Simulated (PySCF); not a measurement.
Low-lying terms of Mo⁶⁺ (molybdenum, charge +6)

Ground state [Kr], ¹S. Calculation: PySCF 2.14, in aug-cc-pVQZ-PP with ECP28MDF (7s7p6d4f3g2h, 135 functions); a scalar-relativistic core potential. Vertical excitation energies in eV without spin-orbit coupling; excited terms of each kind are numbered among those the solver found. Frozen: nothing.

| term | leading excitation | EOM-EE-CCSD |
| --- | --- | --- |
| 1 3P° | 4p → d | 38.324 |
| 1 3F° | 4p → d | 39.702 |
| 1 1D° | 4p → d | 41.844 |
| 1 3D° | 4p → d | 42.072 |
| 1 1F° | 4p → d | 42.402 |
| 1 1P° | 4p → d | 52.912 |
| 1 3S | 4p → p | 67.456 |
| 1 3D | 4s → d | 67.535 |
| 2 3D | 4p → p | 68.879 |
| 1 1D | 4p → p | 69.116 |
| 1 1P | 4p → p | 69.635 |
| 2 1D | 4s → d | 70.085 |

The spin-orbit splitting of the hole, absent here, rivals or exceeds the spacing of these terms, so the LS terms are model states.

The solver can miss terms.
